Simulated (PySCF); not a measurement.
OZr, SMILES [Zr]=[O], multiplicity 1.

Coordinates come from a B3LYP-D3(BJ)/def2-TZVPD optimisation. The spin state was assumed, not searched. The def2 effective core potentials stand for the cores of Zr; spin–orbit coupling is left out.

Level of theory: CAM-B3LYP/def2-TZVPD (PySCF).

Isolated molecule, no solvent.

The total energy is -122.20858 hartree and the point group comes out as C∞v. The highest occupied level is -6.35 eV. The lowest empty level is -1.83 eV. The orbital gap is 4.52 eV, the dipole moment comes out as 2.89 D and the quadrupole, principal values (traceless, Buckingham form, about the centre of nuclear charge) comes out as -4.04, 2.02, 2.02 D·Å. The mean static polarisability comes out as 100.0 bohr³ (14.82 Å³) and the polarisability, principal values is 88.7, 105.6, 105.6 bohr³.
